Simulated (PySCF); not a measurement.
**Bond curve of NbO**

Set-up: Nb def2-TZVPP with ECP28, O def2-TZVPP; scalar-relativistic core potentials (PySCF 2.14). Energies in eV from Nb (4d4 5s1) + O in their ground configurations at the same level. State: ⁴Σ⁻ (quartet), unpaired electrons σ ↑, δ ↑↑.

All columns are PBE0. A positive dipole means Nb(−)O(+).

```json
{"R (Å)": "1.440", "E (eV)": "-5.322", "μ (D)": "-1.56", "Mulliken charge on Nb (basis-dependent)": "0.37", "HOMO (eV)": "-4.87", "LUMO (eV)": "-1.68", "Mayer bond order": "2.39", "⟨S²⟩": "3.76"}
{"R (Å)": "1.507", "E (eV)": "-6.497", "μ (D)": "-2.19", "Mulliken charge on Nb (basis-dependent)": "0.40", "HOMO (eV)": "-5.03", "LUMO (eV)": "-1.79", "Mayer bond order": "2.38", "⟨S²⟩": "3.76"}
{"R (Å)": "1.574", "E (eV)": "-7.156", "μ (D)": "-2.78", "Mulliken charge on Nb (basis-dependent)": "0.43", "HOMO (eV)": "-5.18", "LUMO (eV)": "-1.89", "Mayer bond order": "2.36", "⟨S²⟩": "3.76"}
{"R (Å)": "1.624", "E (eV)": "-7.391", "μ (D)": "-3.20", "Mulliken charge on Nb (basis-dependent)": "0.44", "HOMO (eV)": "-5.29", "LUMO (eV)": "-1.96", "Mayer bond order": "2.35", "⟨S²⟩": "3.77"}
{"R (Å)": "1.674", "E (eV)": "-7.455", "μ (D)": "-3.59", "Mulliken charge on Nb (basis-dependent)": "0.46", "HOMO (eV)": "-5.39", "LUMO (eV)": "-2.03", "Mayer bond order": "2.33", "⟨S²⟩": "3.77"}
{"R (Å)": "1.724", "E (eV)": "-7.383", "μ (D)": "-3.96", "Mulliken charge on Nb (basis-dependent)": "0.47", "HOMO (eV)": "-5.48", "LUMO (eV)": "-2.09", "Mayer bond order": "2.32", "⟨S²⟩": "3.78"}
{"R (Å)": "1.791", "E (eV)": "-7.131", "μ (D)": "-4.43", "Mulliken charge on Nb (basis-dependent)": "0.48", "HOMO (eV)": "-5.59", "LUMO (eV)": "-2.17", "Mayer bond order": "2.29", "⟨S²⟩": "3.80"}
{"R (Å)": "1.875", "E (eV)": "-6.644", "μ (D)": "-4.95", "Mulliken charge on Nb (basis-dependent)": "0.49", "HOMO (eV)": "-5.72", "LUMO (eV)": "-2.41", "Mayer bond order": "2.26", "⟨S²⟩": "3.83"}
{"R (Å)": "1.975", "E (eV)": "-5.923", "μ (D)": "-5.44", "Mulliken charge on Nb (basis-dependent)": "0.49", "HOMO (eV)": "-5.83", "LUMO (eV)": "-2.65", "Mayer bond order": "2.19", "⟨S²⟩": "3.91"}
{"R (Å)": "2.109", "E (eV)": "-4.902", "μ (D)": "-5.82", "Mulliken charge on Nb (basis-dependent)": "0.48", "HOMO (eV)": "-5.91", "LUMO (eV)": "-2.88", "Mayer bond order": "2.07", "⟨S²⟩": "4.11"}
```

A fit through these points gives, at Re = 1.670 Å, μ = -3.56 D and dμ/dR = -7.69 D/Å; the reduced mass is 13.65 u.

Q: How strong is the fundamental in the double-harmonic approximation, I = 42.26·(dμ/dR)²/μred km/mol?

A: I = 42.26·(-7.69)²/13.65 = 183 km/mol at PBE0.

The metal atom is held in its measured ground configuration; semilocal functionals can put another filling of s and d lower by some tenths of an eV, and De to that atom would be smaller. ⟨S²⟩ of the unrestricted solution departs from its pure value on part of the curve, where spin states mix. These are scalar-relativistic numbers at best; spin–orbit coupling would shift them, the dissociation energy most. With d or f electrons several states lie close, and the lowest PBE0 determinant need not be the measured ground state.
